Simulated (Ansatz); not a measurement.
Born–Oppenheimer molecular dynamics of Cl₂FH₅HfNSi (11 atoms, charge 0, multiplicity 2). It starts at the highest image of a converged band. Of that band: A structure lower than the first end lies on the path between it and the top, so the climb from that side starts below the end, which may itself be a saddle point or a shallow side well. A vibrational analysis at the climbing image gives one clearly imaginary mode, 138i cm⁻¹, and a faint second one (23i cm⁻¹) that may be numerical noise or a soft torsion: probably a first-order saddle point.

Theory: Ansatz 0.2.0, UKS PBE/def2-SVP.

```json
{
 "ensemble": "NVE (velocity Verlet)",
 "time step": "0.5 fs",
 "steps asked": "200",
 "starting velocities drawn for": "100 K",
 "seed": "4939"
}
```

Frames 1 fs apart, positions in Å.

Velocities at 10.0 fs (Å/ps):

```
Hf 0.72 -0.35 -0.02
Cl -1.59 0.89 -1.36
F 0.14 -1.31 1.47
Cl -3.38 2.12 0.81
N 0.60 -1.71 -0.49
H -0.19 7.38 -1.69
H -9.89 5.34 0.88
Si 1.43 -0.59 0.28
H -0.67 9.86 -1.74
H 3.49 -1.88 4.45
H 3.21 0.72 -7.90
```

```xyz
11
Properties=species:S:1:pos:R:3 time_fs=10.0 energy_less_start_eV=0.040 T=66
Hf -0.249 -0.387 0.445
Cl -0.557 -0.986 2.969
F 1.650 -0.604 0.577
Cl -1.622 1.620 0.643
N -0.866 -1.492 -1.153
H -1.776 -1.346 -1.613
H -0.345 -2.188 -1.689
Si 0.106 0.139 4.919
H -0.482 -0.484 6.130
H 1.614 0.141 4.996
H -0.420 1.531 4.677
11
Properties=species:S:1:pos:R:3 time_fs=11.0 energy_less_start_eV=0.051 T=56
Hf -0.249 -0.388 0.445
Cl -0.559 -0.985 2.968
F 1.650 -0.605 0.578
Cl -1.625 1.622 0.644
N -0.865 -1.493 -1.153
H -1.776 -1.339 -1.614
H -0.354 -2.183 -1.689
Si 0.108 0.139 4.919
H -0.483 -0.475 6.130
H 1.617 0.139 5.000
H -0.417 1.531 4.669
11
Properties=species:S:1:pos:R:3 time_fs=12.0 energy_less_start_eV=0.057 T=51
Hf -0.248 -0.388 0.445
Cl -0.560 -0.984 2.967
F 1.650 -0.607 0.580
Cl -1.628 1.624 0.644
N -0.865 -1.494 -1.153
H -1.774 -1.332 -1.615
H -0.360 -2.183 -1.691
Si 0.109 0.139 4.919
H -0.487 -0.468 6.131
H 1.618 0.136 5.004
H -0.413 1.530 4.663
11
Properties=species:S:1:pos:R:3 time_fs=13.0 energy_less_start_eV=0.056 T=52
Hf -0.247 -0.388 0.445
Cl -0.562 -0.984 2.965
F 1.650 -0.608 0.581
Cl -1.631 1.626 0.645
N -0.865 -1.495 -1.153
H -1.771 -1.327 -1.614
H -0.362 -2.188 -1.697
Si 0.111 0.138 4.919
H -0.492 -0.462 6.135
H 1.617 0.133 5.006
H -0.408 1.526 4.657
11
Properties=species:S:1:pos:R:3 time_fs=14.0 energy_less_start_eV=0.055 T=53
Hf -0.247 -0.389 0.445
Cl -0.564 -0.983 2.964
F 1.651 -0.609 0.583
Cl -1.634 1.627 0.646
N -0.865 -1.495 -1.152
H -1.768 -1.321 -1.612
H -0.361 -2.197 -1.704
Si 0.113 0.138 4.919
H -0.499 -0.458 6.141
H 1.614 0.129 5.008
H -0.404 1.522 4.652
11
Properties=species:S:1:pos:R:3 time_fs=15.0 energy_less_start_eV=0.060 T=49
Hf -0.246 -0.389 0.445
Cl -0.565 -0.982 2.963
F 1.651 -0.611 0.584
Cl -1.637 1.629 0.647
N -0.865 -1.494 -1.151
H -1.765 -1.317 -1.610
H -0.359 -2.205 -1.711
Si 0.114 0.138 4.919
H -0.507 -0.455 6.148
H 1.611 0.125 5.009
H -0.398 1.518 4.647
11
Properties=species:S:1:pos:R:3 time_fs=16.0 energy_less_start_eV=0.068 T=42
Hf -0.246 -0.389 0.445
Cl -0.567 -0.981 2.961
F 1.652 -0.612 0.586
Cl -1.640 1.630 0.647
N -0.865 -1.494 -1.150
H -1.763 -1.312 -1.609
H -0.359 -2.212 -1.715
Si 0.116 0.139 4.919
H -0.515 -0.453 6.154
H 1.607 0.119 5.009
H -0.393 1.514 4.643
11
Properties=species:S:1:pos:R:3 time_fs=17.0 energy_less_start_eV=0.073 T=37
Hf -0.245 -0.389 0.445
Cl -0.568 -0.981 2.960
F 1.652 -0.613 0.587
Cl -1.642 1.631 0.648
N -0.865 -1.494 -1.149
H -1.763 -1.308 -1.608
H -0.362 -2.213 -1.714
Si 0.118 0.139 4.919
H -0.523 -0.450 6.160
H 1.605 0.114 5.008
H -0.388 1.511 4.639
11
Properties=species:S:1:pos:R:3 time_fs=18.0 energy_less_start_eV=0.074 T=37
Hf -0.245 -0.389 0.445
Cl -0.569 -0.980 2.959
F 1.653 -0.615 0.589
Cl -1.645 1.632 0.649
N -0.864 -1.494 -1.149
H -1.764 -1.305 -1.607
H -0.367 -2.211 -1.710
Si 0.119 0.139 4.919
H -0.530 -0.447 6.163
H 1.604 0.107 5.008
H -0.384 1.509 4.636
11
Properties=species:S:1:pos:R:3 time_fs=19.0 energy_less_start_eV=0.074 T=36
Hf -0.244 -0.390 0.444
Cl -0.571 -0.980 2.958
F 1.653 -0.616 0.590
Cl -1.647 1.633 0.649
N -0.863 -1.494 -1.148
H -1.766 -1.302 -1.607
H -0.374 -2.205 -1.702
Si 0.121 0.139 4.919
H -0.536 -0.444 6.163
H 1.605 0.100 5.006
H -0.379 1.509 4.633
11
Properties=species:S:1:pos:R:3 time_fs=20.0 energy_less_start_eV=0.078 T=33
Hf -0.244 -0.390 0.444
Cl -0.572 -0.979 2.957
F 1.654 -0.617 0.591
Cl -1.649 1.633 0.650
N -0.862 -1.493 -1.147
H -1.768 -1.299 -1.606
H -0.381 -2.200 -1.694
Si 0.122 0.139 4.919
H -0.540 -0.439 6.161
H 1.608 0.092 5.005
H -0.375 1.511 4.630
11
Properties=species:S:1:pos:R:3 time_fs=21.0 energy_less_start_eV=0.080 T=31
Hf -0.244 -0.390 0.444
Cl -0.573 -0.979 2.955
F 1.655 -0.619 0.593
Cl -1.651 1.633 0.650
N -0.861 -1.493 -1.146
H -1.768 -1.298 -1.603
H -0.384 -2.198 -1.688
Si 0.123 0.139 4.919
H -0.543 -0.434 6.155
H 1.612 0.084 5.003
H -0.371 1.515 4.628
```

Of the whole run (100 fs, mean temperature of the second half 50 K): The conserved energy stayed within 0.025 meV per atom of its start (net change 0.015 meV per atom), so the integration is sound. The temperature averaged 0.50 of the 100 K drawn at the start: a run that starts near a minimum puts about half its kinetic energy into the potential. A run of 0.1 ps of so small a system gives no equilibrium averages.

Time of the run: 17 min on 4 threads of Intel(R) Xeon(R) Platinum 8259CL CPU @ 2.50GHz (Skylake/Cascade Lake), with other jobs on the host, peak memory 0.33 GiB.
